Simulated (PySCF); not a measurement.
# Working out the ionisation energy of N²⁺

N²⁺ [He] 2s2 2p1 (2P) → N³⁺ [He] 2s2 (1S). All numbers are calculated (PySCF 2.14, scalar relativity by spin-free X2C-1e, in ANO-RCC-VTZP (4s3p2d1f, 30 functions)). Frozen: 1s2. Energies in hartree (1 hartree = 27.21139 eV):

```csv
part,N²⁺ (lower),N³⁺ (upper)
UHF,-52.849497,-51.110899
CCSD correlation,-0.083420,-0.085663
(T),-0.001050,0.000000
```

Problem. What does Hartree-Fock give?

Solution. (-51.110899) − (-52.849497) = 1.738598 hartree = 47.310 eV.

Problem. What do CCSD and CCSD(T) give?

Solution. The CCSD correlation energies differ by -0.002243 hartree = -0.061 eV and the triples by 0.001050 hartree = 0.029 eV, so CCSD gives 47.249 eV and CCSD(T) 47.278 eV.

A first-order spin-orbit estimate adds 0.014 eV to CCSD(T) (valence), giving 47.292 eV against 47.445 eV (semi-empirical (NIST evaluation); NIST Atomic Spectra Database, ionization energies).

The coupled-cluster amplitudes are large, so a single reference is strained.

What remains against the reference includes basis incompleteness, the frozen core and higher excitations.
